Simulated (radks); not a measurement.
Values are calculated unless marked as measured or tabulated.
Task: Valence configurations of Tm3+ (all share [Xe]). Code: a radial shooting solver on a logarithmic mesh with Libxc functionals. Model: scalar-relativistic Kohn-Sham, BLYP, spin-unpolarised, spherical densities, finite nucleus; Fermi nuclear charge, rms radius 5.2256 fm. Order these by energy: 4f12; 4f10 6p2; 4f10 6s2; 4f9.5 5d0.5 6s2; 4f11 6s0.5 6p0.5; 4f11.5 6p0.5; 4f11 5d1; 4f11.5 6s0.5; 4f11.5 5d0.5; 4f11 6p1.

Result: From the lowest, in eV above it: 4f12 0.000; 4f11.5 5d0.5 5.937; 4f11.5 6s0.5 6.635; 4f11.5 6p0.5 9.747; 4f11 5d1 13.289; 4f11 6s0.5 6p0.5 18.651; 4f11 6p1 21.920; 4f10 6s2 39.978; 4f9.5 5d0.5 6s2 53.253; 4f10 6p2 54.223. NIST lists [Xe] 4f12 as the ground configuration; this level of theory agrees among the configurations tried. The energies are those of spherical spin-averaged densities, not of single terms.
